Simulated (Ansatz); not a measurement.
Single points on the cluster Li₇H₇.

```yaml
crystal:
  periodic: [false, false, false]
  atoms:
    - {symbol: Li, position_ang: [-1.932540, 1.103495, 0.883847]}
    - {symbol: Li, position_ang: [1.036948, -1.755261, -0.709891]}
    - {symbol: Li, position_ang: [0.133273, 2.137618, -0.098218]}
    - {symbol: Li, position_ang: [0.897982, 0.414497, 1.493056]}
    - {symbol: Li, position_ang: [-1.098116, -1.715534, 0.702223]}
    - {symbol: Li, position_ang: [-1.689553, -0.296730, -1.211332]}
    - {symbol: Li, position_ang: [2.674183, 0.412983, -0.964293]}
    - {symbol: H, position_ang: [-0.408895, 1.653230, 1.592831]}
    - {symbol: H, position_ang: [-0.726302, -1.799805, -1.092595]}
    - {symbol: H, position_ang: [-1.321144, 1.453043, -0.887729]}
    - {symbol: H, position_ang: [2.489107, -1.166539, -1.455354]}
    - {symbol: H, position_ang: [1.741262, 1.396091, 0.087074]}
    - {symbol: H, position_ang: [-2.403258, -0.539729, 0.539853]}
    - {symbol: H, position_ang: [0.607043, -1.297369, 1.120528]}
basis:
  gaussian: {orbitals: def2-TZVP, initial_orbitals: start.molden}
hamiltonian: {xc: {name: CAM-B3LYP}, dispersion: d4}
scf: {omitted_lower_state_checks: [starts]}
output: {orbitals: {seedname: orbitals}}
```

The file start.molden holds the orbitals of an earlier run on this structure, at another level or in another basis.

```sh
$ ansatz run in.yaml --threads 4 --pin off --events-out ev --progress --plain --max-ram 3916MiB
```

It prints (some lines left out):

```
Functional definition: CAM-B3LYP
1211 factors; their error is unknown
616 factors; integrals over basis functions are off by at most 1.8e-5 eV
mean field evaluation 1: about -1547.7478 eV, gradient 6.4e0 eV
mean field evaluation 2: about -1547.7912 eV, gradient 5.8e-2 eV
mean field evaluation 4: about -1547.7907 eV, gradient 3.8e-5 eV
mean field -1547.79067966 eV, -56.8802583473 hartree, gradient 4.6e-5 eV, S^2 0.000000; 0 other end points of the search recorded, 0 dependent functions left out
reference -1547.79087399 eV, -56.8802654888 hartree; 14, 14 occupied and 126, 126 virtual orbitals, 1211 factors
Total energy: -1548.03907988 eV, -56.8893868871 hartree
Checks for a lower state left out: starts
```

Hardware: 4 threads of Arm Neoverse V1 on a shared host. Wall time 1.6 s.

The first input with `hamiltonian: {xc: {name: LC-wPBE}}` (abridged; 1.4 s):

```
Functional definition: LC-wPBE
mean field -1547.84566912 eV, -56.8822791725 hartree, gradient 7.2e-5 eV, S^2 0.000000
Total energy: -1547.84566915 eV, -56.8822791737 hartree
Checks for a lower state left out: starts
```

First input, but with `gaussian: {orbitals: def2-SVP, initial_orbitals: start.molden}`, `hamiltonian: {xc: pbe, dispersion: d4}` (abridged; 1.2 s):

```
Functional definition: PBE
mean field -1543.27717454 eV, -56.7143900934 hartree, gradient 8.5e-5 eV, S^2 0.000000
Total energy: -1543.55697565 eV, -56.7246725946 hartree
Checks for a lower state left out: starts
```

The first input with `correlation: {method: mp2}` and without the key `hamiltonian` (abridged; 0.76 s):

```
Functional definition: HF
mean field -1532.31615292 eV, -56.3115799784 hartree, gradient 1.3e-6 eV, S^2 0.000000
second order -10.44768635 eV of doubles, -0.00000000 eV of singles
Total energy: -1542.76383927 eV, -56.6955253702 hartree
Checks for a lower state left out: starts
```

As the first input, with `hamiltonian: {xc: pbe}`, `correlation: {method: rpa}` and without the key `output` (abridged; 2.8 s):

```
Functional definition: PBE
mean field -1544.43379239 eV, -56.7568950153 hartree, gradient 1.1e-6 eV, S^2 0.000000
Total energy: -1554.92813867 eV, -57.1425551281 hartree
Checks for a lower state left out: starts
```

The first input with `gaussian: {orbitals: def2-TZVPD, initial_orbitals: start.molden}`, `hamiltonian: {xc: r2scan, dispersion: d4}` (abridged; 4.1 s):

```
Functional definition: r2SCAN
mean field -1548.64478782 eV, -56.9116462433 hartree, gradient 2.2e-5 eV, S^2 0.000000
Total energy: -1548.72957768 eV, -56.9147622130 hartree
Checks for a lower state left out: starts
```

As the first input, with `gaussian: {orbitals: 6-31G}`, `hamiltonian: {xc: hf}` (abridged; 0.4 s):

```
Functional definition: HF
mean field -1531.33261526 eV, -56.2754356364 hartree, gradient 2.7e-5 eV, S^2 0.000000
Total energy: -1531.33261526 eV, -56.2754356364 hartree
Checks for a lower state left out: starts
```

Geometry: PBE-D4/def2-TZVP.

LC-ωPBE has ω = 0.4 bohr⁻¹. Correlated methods freeze no core orbitals; core or outer-core shells of Li are correlated, in sets that lack core-valence functions. The structure comes from a short search, and lower isomers may exist.
